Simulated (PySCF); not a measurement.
# Worked example: dipole moment from atomic charges

GaF, SMILES [F][Ga] (connectivity only; charge and spin as stated), neutral, multiplicity 1. Atoms are numbered in the order given.

```xyz
2

Ga     0.0000     0.0000    -0.4056
F      0.0000     0.0000     1.3971
```

Geometry: B3LYP-D3(BJ)/def2-TZVPD.

Charges (e) from B3LYP/def2-TZVPD (PySCF):

```json
[
 {"atom": "Ga1", "ESP fit": "0.325", "IAO": "0.561"},
 {"atom": "F2", "ESP fit": "-0.325", "IAO": "-0.561"}
]
```

The dipole moment of the full density is 2.50 D.

**Question.** What dipole moment does each set of point charges give, and which comes closer to that of the density?

**Answer.** 
μ = Σ q r, and 1 e Å = 4.8032 D.
ESP fit: Σ q r = (0.000, 0.000, -0.586) e Å, |μ| = 2.81 D.
IAO: Σ q r = (0.000, 0.000, -1.011) e Å, |μ| = 4.86 D.
ESP fit comes closer in size. Point charges leave out the atoms' own dipoles (lone pairs, polarised bonds); fits to the potential absorb them, partitions of the density don't.
